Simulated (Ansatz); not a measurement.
Geometry optimisation, Ansatz, RKS PBE0-D4/def2-SVP.

input.yaml

```yaml
crystal:
  periodic: [false, false, false]
  atoms:
    - { symbol: F, position_ang: [-0.7645, 1.0598, 1.4448] }
    - { symbol: B, position_ang: [-0.312, -0.0882, 0.7878] }
    - { symbol: B, position_ang: [0.259, -0.0017, -0.767] }
    - { symbol: F, position_ang: [0.8701, -1.1836, -1.3994] }
    - { symbol: F, position_ang: [0.3132, 1.2515, -1.4731] }
    - { symbol: H, position_ang: [-0.3238, -1.102, 1.3607] }
basis:
  gaussian: { orbitals: def2-SVP }
hamiltonian:
  xc: pbe0
  dispersion: d4
relax:
  f_tol: 0.015
  max_steps: 40
```

Command:

```bash
$ ansatz run input.yaml --threads 1 --pin off --max-ram 2048MiB --backend cpu --events-out ev --progress --plain --runs-dir out
```

Problem. Where does it end, and by what steps?

Solution. It converged. After 7 steps the energy has fallen by 0.957 eV; F4 moved furthest, 0.16 Å.

| step | energy less start (eV) | largest force component (eV/Å) | accepted |
| --- | --- | --- | --- |
| 0 | 0.0000 | 4.755 | yes |
| 1 | -0.5421 | 4.114 | yes |
| 2 | -0.6910 | 2.808 | yes |
| 3 | -0.9240 | 0.495 | yes |
| 4 | -0.9481 | 0.268 | yes |
| 5 | -0.9561 | 0.054 | yes |
| 6 | -0.9564 | 0.016 | yes |
| 7 | -0.9566 | 0.007 | yes |

```xyz
6
Properties=species:S:1:pos:R:3
F -0.700 1.018 1.408
B -0.310 -0.092 0.810
B 0.322 0.016 -0.803
F 0.873 -1.023 -1.402
F 0.279 1.137 -1.498
H -0.423 -1.121 1.439
```

Whether the end is a true minimum wasn't checked by a vibrational analysis.

Run time: 25 s on 1 thread of Intel(R) Xeon(R) Platinum 8488C (Sapphire Rapids) (shared host), peak memory 0.16 GiB.
